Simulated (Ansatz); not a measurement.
Ansatz (a quantum-chemistry and plane-wave program) input:

Ansatz 0.2 input:
```yaml
crystal:
  periodic: [false, false, false]
  atoms:
    - {symbol: Li, position_ang: [-1.15212696, -0.65582950, -0.97959137]}
    - {symbol: C, position_ang: [0.28405619, 0.16169436, 0.24151765]}
    - {symbol: H, position_ang: [0.84732009, -0.59794082, 0.80975843]}
    - {symbol: H, position_ang: [-0.13438806, 0.85170261, 0.99384898]}
    - {symbol: H, position_ang: [1.03911172, 0.74356056, -0.31393917]}
basis:
  gaussian:
    orbitals: def2-SVPD
total_charge: -1
magnetization: {spin_polarized: true, initial_magnetization: 1}
correlation: {method: ccsd_t, electrons: outside_noble_gas}
output: {forces: true}
```

Question: What final total energy does it print?

Answer: -47.19639 Eh (CCSD(T)/def2-SVPD). The basis has 56 functions.
